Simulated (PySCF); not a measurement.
**Potassium: a sound run and one with changed settings**

Sound run: K²⁺ [Ne] 3s2 3p5, K³⁺ [Ne] 3s2 3p4. Calculation: PySCF 2.14, in cc-pVTZ-X2C; scalar relativity by spin-free X2C-1e. In the sound run the correlated levels freeze [Ne] 3s2. The sound run starts from symmetry-adapted Hartree-Fock orbitals and uses a fine grid where one is needed.

A second run was set up differently.

```json
{"species": "K²⁺", "method": "MP2", "sound run (hartree)": "-600.21414", "changed run (hartree)": "-600.23168", "converged": "yes"}
{"species": "K²⁺", "method": "CCSD(T)", "sound run (hartree)": "-600.22188", "changed run (hartree)": "-600.24282", "converged": "yes"}
{"species": "K³⁺", "method": "MP2", "sound run (hartree)": "-598.49208", "changed run (hartree)": "-598.51875", "converged": "yes"}
{"species": "K³⁺", "method": "CCSD(T)", "sound run (hartree)": "-598.49713", "changed run (hartree)": "-598.53019", "converged": "yes"}
```

Ionisation energy of K²⁺:

```json
{"method": "UHF", "sound run (eV)": "46.296", "changed run (eV)": "46.296"}
{"method": "MP2", "sound run (eV)": "46.860", "changed run (eV)": "46.611"}
{"method": "SCS-MP2", "sound run (eV)": "46.866", "changed run (eV)": "46.566"}
{"method": "CCSD", "sound run (eV)": "46.932", "changed run (eV)": "46.597"}
{"method": "CCSD(T)", "sound run (eV)": "46.933", "changed run (eV)": "46.603"}
```

Task: What was changed?
A. basis contracted for another Hamiltonian
B. all electrons correlated in a valence basis
C. level shift left on
D. a valence shell is frozen

Result: B. A valence basis has no tight correlating functions, so it recovers only part of the core correlation, and not evenly between atom and ion.
